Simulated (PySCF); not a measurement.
Estimate the missing entries of this data sheet.

Species: C₅H₁₆BP.
SMILES: `[BH3-][P@@H+](C)[C@@H](C)CC`

Conformer (atom-mapped SMILES and torsion angles): `[BH3-:1][P@@H+:2]([CH3:3])[C@@H:4]([CH3:5])[CH2:6][CH3:7]`: B1–P2–C4–C5 173°, P2–C4–C6–C7 169°.

```csv
property,level,value
point group,PBE0-D3(BJ)/def2-SVP,C1
"rotational constants A, B, C",PBE0-D3(BJ)/def2-SVP,"2.771, 1.335, 1.124 GHz"
dipole moment,CAM-B3LYP/def2-SVPD,5.15 D
HOMO energy,CAM-B3LYP/def2-SVPD,-9.35 eV
LUMO energy,CAM-B3LYP/def2-SVPD,0.94 eV
lowest singlet excitation,TDDFT CAM-B3LYP/def2-SVPD,"7.57 eV (164 nm, f = 0.011)"
strongest line among the 10 lowest singlet transitions,TDDFT CAM-B3LYP/def2-SVPD,?
lowest triplet excitation (Tamm–Dancoff),TDA CAM-B3LYP/def2-SVPD,?
static isotropic polarisability,CAM-B3LYP/def2-SVPD,105.6 au
vertical ionisation energy,ΔSCF CAM-B3LYP/def2-SVPD,10.04 eV
electronic spatial extent ⟨r²⟩ about the centre of nuclear charge,CAM-B3LYP/def2-SVPD,?
13C chemical shifts (computed TMS as zero) by class,GIAO B97-2/pcSseg-1,"31.6 (1 C), 23.3 (1 C), 17.7 (1 C), 14.6 (1 C), 2.4 (1 C) ppm"
1H chemical shifts (computed TMS as zero) by class,GIAO B97-2/pcSseg-1,"4.46 (1 H), 2.02 (1 H), 1.32 (1 H), 1.14 (3 H), 1.08 (3 H), 1.04 (3 H), 0.84 (3 H), 0.68 (1 H) ppm"
"isotropic shieldings of nuclei other than C and H, by class",GIAO B97-2/pcSseg-1,"148 (1 B), 327 (1 P) ppm"
core binding energies,"ΔSCF SCAN, pcX-2 on the ionised atom, pcseg-1 elsewhere, spin-free X2C, 2p3/2 from a spin–orbit splitting computed afterwards within the 2p shell","P2p3/2 137.1, B1s 193.0, C1s 290.8, C1s 290.8, C1s 290.9, C1s 291.0, C1s 291.0, P1s 2150.7 eV"
```

The electronic properties come from PySCF, for the isolated species, density fitting. One conformer (not necessarily the lowest) at the PBE0-D3(BJ)/def2-SVP geometry, without solvent or vibrations. NMR classes are plain means over equivalent atoms (diastereotopic ones count apart unless rotation or inversion swaps them), as if these changed places fast; in this geometry the members of some classes differ.

(1) What is the electronic spatial extent ⟨r²⟩ about the centre of nuclear charge?

(2) What is the strongest line among the 10 lowest singlet transitions?

(3) The lowest triplet excitation (Tamm–Dancoff)?

Answers

(1) 1247 bohr².

(2) S8 at 8.44 eV (147 nm, f = 0.105).

(3) 7.13 eV.

The 10 singlets span 7.57 to 8.53 eV, and their oscillator strengths add up to 0.38. The vertical singlet–triplet gap S1 − T1 is 0.44 eV (TDDFT singlet less Tamm–Dancoff triplet; S1: HOMO→LUMO, weight 0.58; T1: HOMO→LUMO, weight 0.27, beside HOMO→LUMO+2, weight 0.16). No computed singlet falls in the visible range (750 to 380 nm, 1.65 to 3.26 eV); S1 lies 4.31 eV above its blue end. The dipole equals about 17.2 × 10⁻³⁰ C·m (1 D = 3.33564 × 10⁻³⁰ C·m). The ΔSCF ionisation energy exceeds −ε(HOMO) by 0.69 eV with CAM-B3LYP. A dipole of 5.15 D is allowed in C1, and pure rotational transitions are dipole-allowed.
